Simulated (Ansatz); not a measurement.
Z-matrix (Å, degrees):
```
Si
O 1 1.628
H 1 1.493 2 111.8
H 1 1.488 2 109.3 3 119.9
H 1 1.492 2 111.7 3 -120.2
In 2 2.002 1 140.2 3 50.2
S 6 2.428 2 110.8 1 179.6
H 7 1.347 6 89.2 2 0.1
```

Total charge 0; spin multiplicity 2. In: def2 effective core potential.

List the PBE/def2-TZVPP orbital energies in eV (Ansatz 0.2.0). (An estimate is asked.)

Computed: α occupied: -2396.02, -1779.65, -509.97, -208.94, -155.09, -155.04, -154.86, -137.32, -122.37, -94.08, -94.04, -94.04, -80.05, -79.93, -79.83, -23.81, -19.52, -19.21, -19.16, -19.14, -19.02, -17.70, -12.88, -10.71, -10.06, -8.99, -8.87, -8.32, -7.31, -7.02, -6.51, -5.60. α empty: -2.31, -1.08, -0.67, -0.35, 0.73, 1.12, 1.21, 1.45. β occupied: -2395.98, -1779.65, -509.88, -208.90, -155.04, -154.95, -154.84, -137.32, -122.34, -94.08, -94.04, -94.04, -80.01, -79.89, -79.81, -23.62, -19.39, -19.10, -19.06, -19.05, -18.92, -17.49, -12.82, -10.50, -9.97, -8.87, -8.84, -8.02, -7.11, -6.97, -6.42. β empty: -4.79, -1.90, -0.83, -0.38, -0.22, 0.89, 1.18, 1.23. ⟨S²⟩ = 0.752.
